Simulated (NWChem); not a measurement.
Molecule: ZrO; SMILES [O]=[Zr]

Program: NWChem. Geometry: optimised at PBE0-D3(BJ)/def2-TZVP. def2 effective core potentials on Zr; no spin-orbit coupling. Static field.

For level LC-BLYP (range parameter 0.33 per bohr)/def2-SVPD:

```
Item                Result
------------------  ------
anisotropy (bohr³)    14.2
```

Task: What are these values for level BHandHLYP/def2-SVPD?

Result: 
| Quantity | Result |
|---|---|
| anisotropy (bohr³) | 16.2 |
